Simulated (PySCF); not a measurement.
SeCl, SMILES Cl[Se], multiplicity 2. Atoms are numbered in the order given.

```xyz
2

Se     0.0000     0.0000    -0.7157
Cl     0.0000     0.0000     1.4313
```
Charge 0, spin multiplicity 2.

Geometry optimised at B3LYP-D3(BJ)/def2-TZVP. The multiplicity is an assumed one; other spin states were not compared.

These are PBE/def2-TZVPD (PySCF) values and carry that method's errors.

Mulliken values depend strongly on the basis, most of all with diffuse functions as here. Atomic charges (e):

```tsv
atom	Mulliken	meta-Löwdin	Mulliken spin
Se1	0.07	0.10	0.88
Cl2	-0.07	-0.10	0.12
```
